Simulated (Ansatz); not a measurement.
Compare A (`C[SiH2][SiH2][TeH]`) with its isomer B (`[SiH3]C[Te][SiH3]`).

Calculated with Ansatz (gas phase, PBE0-D4/def2-TZVP geometries, no zero-point term in ΔE). CCSD(T)/CBS is the MP2 limit (def2-TZVPP, def2-QZVPP) plus CCSD(T) − MP2 in def2-TZVPP, frozen cores. DFT in def2-TZVPP. B3LYP here is the variant with VWN-RPA as its local correlation; programs differ in this. def2 core potentials past Kr. For Te outer-core shells are correlated without core-valence functions, which leaves a few kJ/mol of doubt a bond. Each species was taken in one conformer, which may not be the lowest.

Question: Which isomer does CCSD(T)/CBS put lower? Give the gap. (An estimate is asked.)

Answer: Ansatz gave: A, by 41.3 kJ/mol.

Question: Give E(B) − E(A) in kJ/mol with PBE-D4, BLYP-D4, LDA (SPW92), CCSD/def2-TZVPP, MP2/def2-TZVPP, B3LYP-D4, B3LYP. (An estimate is asked.)

Answer: Computed: PBE-D4 56.9, BLYP-D4 44.8, LDA (SPW92) 59.6, CCSD/def2-TZVPP 44.7, MP2/def2-TZVPP 35.7, B3LYP-D4 46.7, B3LYP 50.4. None reverses the order clearly.

Question: Does the order hold for the free energy at 298.15 K (harmonic terms from PBE0-D4)? (Best estimate.)

Answer: Ansatz gave: Yes: G(B) − G(A) = +40.1 kJ/mol, for one conformer each. Modes under 60 cm⁻¹, often nearly free rotors, make the harmonic entropy too high.

Largest T1 diagnostic: 0.011.

Leaving LDA and LC-ωPBE aside and taking each functional with its dispersion term where it has one, the values, not all of them listed here, spread over 13.9 kJ/mol, from ωB97M-V to B97M-V. At CCSD(T), def2-SVP lies +8.2 kJ/mol from the extrapolated value and def2-TZVPP +1.9 kJ/mol.
